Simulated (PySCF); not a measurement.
Electron correlation in Ar²⁺ (argon, charge +2)

[Ne] 3s2 3p4, high-spin 3P determinant. Computed with PySCF 2.14 in x2c-TZVPPall with one added diffuse shell each of s, p, d type (6s6p4d1f, 51 functions), with scalar relativity by spin-free X2C-1e. Frozen: 1s2; 14 electrons correlated.

MP2 pair energies summed by pair of shells (mhartree):

| pair | energy | share (%) |
| --- | --- | --- |
| 2p-2p | -101.80 | 34.1 |
| 3p-3p | -62.25 | 20.8 |
| 3s-3p | -59.21 | 19.8 |
| 2p-3p | -26.28 | 8.8 |
| 2s-2p | -16.13 | 5.4 |
| 2p-3s | -12.92 | 4.3 |
| 3s-3s | -9.55 | 3.2 |
| 2s-2s | -4.77 | 1.6 |
| 2s-3p | -3.94 | 1.3 |
| 2s-3s | -1.86 | 0.6 |

Total MP2 correlation energy: -298.70 mhartree.

Same-spin part -82.87 and opposite-spin part -215.83 mhartree; SCS-MP2 scales them by 1/3 and 6/5 to -286.62 mhartree.

This basis was not built for core-valence correlation, so the inner-shell part is incomplete.
